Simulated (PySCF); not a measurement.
Computed properties of THF (C₄H₈O), SMILES C1CCCO1

THF (C₄H₈O), SMILES O1CCCC1. Geometry: PBE0-D3(BJ)/def2-SVP. One conformer was computed; it need not be the lowest. All values are computed for the isolated molecule unless a solvent is named; none is compared with measurement here.

**Structure.** The optimised structure has C2 symmetry. All 33 harmonic modes at PBE0-D3(BJ)/def2-SVP (PySCF) are real, so it is a minimum. With heavy atoms numbered as in [CH2:1]1[CH2:2][CH2:3][O:4][CH2:5]1, the shortest bond between them is C3–O4 at 1.413 Å and the longest C1–C2 at 1.524 Å.

**Vibrations.** The strongest infrared lines (harmonic, unscaled, degenerate partners summed) lie at 3009 cm⁻¹ (144 km/mol, H 94 %), 1161 cm⁻¹ (96 km/mol, C 41 %, H 31 %, O 28 %), 3097 cm⁻¹ (91 km/mol, H 91 %, C 9 %). The softest mode is at 78 cm⁻¹ and the zero-point energy is 73.6 kcal/mol.

**Electronic structure.** CAM-B3LYP/def2-TZVP (PySCF) places the frontier levels at -8.49 and 1.92 eV, a gap of 10.41 eV, and gives a dipole moment of 1.80 D and a mean polarisability of 49.7 bohr³. PBE/def2-TZVP (PySCF) at the same geometry gives -5.46 and 0.36 eV, so its gap is 4.59 eV narrower. An orbital gap is neither the optical nor the fundamental gap.

**Excitations.** TDA-PBE0/def2-SVPD (PySCF) has S1 at 6.62 eV (187 nm, f = 0.013, weak); the most intense of the 10 singlets computed lies at 9.06 eV (f = 0.13). T1 (TDA) is at 6.50 eV, 0.12 eV under S1. TDA-PBE/def2-SVPD (PySCF) puts S1 at 5.54 eV. No vertical singlet excitation falls in the visible range (under 3.1 eV).

**NMR.** GIAO shifts at PBE0/pcSseg-1 (PySCF) (non-relativistic, atoms alike by connectivity averaged): ¹³C from 31.0 to 71.7 ppm against TMS; ¹H from 1.9 to 4.0 ppm against TMS.

**Solvation.** SMD-M06-2X/6-31G* (PySCF) gives -2.5 kcal/mol in water, -3.4 kcal/mol in dimethylsulfoxide, -3.9 kcal/mol in N,N-dimethylformamide (1 M in both phases, gas-phase geometry).
